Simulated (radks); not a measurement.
Task: All-electron atom: the tantalum ion Ta4+ in [Xe] 4f14 5d1. Calculated with a radial shooting solver on a logarithmic mesh with Libxc functionals: scalar-relativistic Kohn-Sham, BLYP, spin-polarised, spherical densities, finite nucleus; open shells are filled with parallel spins first (spin-orbit coupling, left out, can overturn this in heavy ions); Fermi nuclear charge, rms radius 5.3507 fm. Some entries of the table are withheld. Estimate them.

orbital  occ.  eigenvalue (eV)  <r^2> (bohr^2)  <1/r> (bohr^-1)
1s down     1        -67396.18       0.0004788            85.40
1s up       1        -67396.18       0.0004788            85.40
2s up       1        -11615.36        0.007375            19.96
2s down     1        -11615.31        0.007375            19.96
2p up       3        -10187.04        0.006082            18.15
2p down     3        -10187.00        0.006082            18.15
3s up       1        -2693.151         0.04796            7.387
3s down     1        -2693.140         0.04796            7.387
3p up       3        -2268.163         0.04865            6.836
3p down     3        -2268.150         0.04865            6.836
3d up       5        -1771.525         0.04038            6.464
3d down     5        -1771.494         0.04038            6.464
4s up       1        -582.4143          0.2377            3.135
4s down     1        -582.3714          0.2377            3.135
4p up       3        -442.9636          0.2707            2.851
4p down     3        -442.9236          0.2706            2.851
4d up       5        -264.3046          0.3174            2.532
4d down     5        -264.2554          0.3173            2.532
5s up       1        -114.9538           1.338            1.221
5s down     1        -114.4338           1.332            1.224
5p up       3         -80.7809           1.806            1.034
5p down     3         -80.0947           1.798            1.037
4f up       7         -66.8169          0.5112              (1)
4f down     7         -66.6907          0.5074              (2)
5d up       1         -41.5256           3.473              (3)
5d down     0         -40.7199           3.513              (4)
6s up       0         -37.2930           7.050           0.5101
6s down     0         -36.8363           7.168           0.5038
6p up       0         -28.9481           9.720           0.4351

Result: 
(1) 4f up <1/r> (bohr^-1): 2.007
(2) 4f down <1/r> (bohr^-1): 2.010
(3) 5d up <1/r> (bohr^-1): 0.7318
(4) 5d down <1/r> (bohr^-1): 0.7302
